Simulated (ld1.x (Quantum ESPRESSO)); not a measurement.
**What one change does to a pseudopotential (copper, TM semilocal)**

- Element: copper (Cu)
- Generator: ld1.x (Quantum ESPRESSO) 7.5
- Type: norm-conserving Troullier–Martins (semilocal form)
- Functional: LDA (PZ)
- Relativity: scalar-relativistic
- Frozen core: [Ar]
- Valence charge: 11
- Reference configuration: 3d8 4s0 4p0 (charge +3)
- Partial waves: 4p (bound, empty): rc 1.50 bohr; 3d (bound): rc 1.05 bohr; 4s (bound, empty): rc 1.45 bohr
- Local potential: the s channel
- Core correction: none

Change: wave 4s (bound): rc 1.45 bohr becomes 4s (bound): rc 1.26 bohr.

Cutoffs: the cutoffs (Ry, on a coarse ladder) from which the occupation-weighted sum of valence levels, in a spherical-Bessel basis at the reference potential, stays within 10 and 1 mRy of its value at 400 Ry; they do not see the model core or the augmentation charge, which bear on the density cutoff. Errors are all-electron minus pseudo energies relative to the spin-unpolarised reference configuration.

Question: What does the change do?

Answer: Of the 9 tests that both files solve, the error grows in 1 and shrinks in 3 by more than 15 % and 0.3 meV (median size 167.7 → 132.9 meV); neither file shows a bound ghost. A semilocal file is local in each channel, so a ghost entry of none says nothing of the separable form that plane-wave codes build from it.

| quantity | base | changed |
| --- | --- | --- |
| cutoff, loose | 200 Ry | 200 Ry |
| cutoff, tight | over 300 Ry | over 300 Ry |
| bound ghosts | none | none |
| error for 3d10 4s1 4p0, meV [ΔE -69.49 eV] | -65 | +5.4 |
| error for 3d10 4s0 4p0, meV [ΔE -61.05 eV] | -302 | -302 |
| error for 3d9 4s0 4p0, meV [ΔE -39.36 eV] | -126 | -126 |
| error for 3d10 4s0.5 4p0, meV [ΔE -66.18 eV] | -170 | -133 |
| error for 3d10 4s0 4p1, meV [ΔE -65.23 eV] | -168 | -168 |
| error for 3d7 4s0 4p0, meV [ΔE 60.03 eV] | -257 | -257 |
| error for 3d9 4s1 4p0, meV [ΔE -57.58 eV] | +44 | +94 |
| error for 3d8 4s0 4p0 (spin-polarised), meV [ΔE -1.07 eV] | +867 | +867 |
| error for 3d10 4s1 4p0 (spin-polarised), meV [ΔE -69.67 eV] | -57 | +17 |
| s: phases at 1.65 bohr within 0.05 rad from the reference energy up to (Ry; the scan ends near 5) | -1.4 | -2.0 |
| p: phases at 1.65 bohr within 0.05 rad from the reference energy up to (Ry; the scan ends near 5) | -1.1 | -1.1 |
| d: phases at 1.65 bohr within 0.05 rad from the reference energy up to (Ry; the scan ends near 5) | 0.7 | 0.7 |
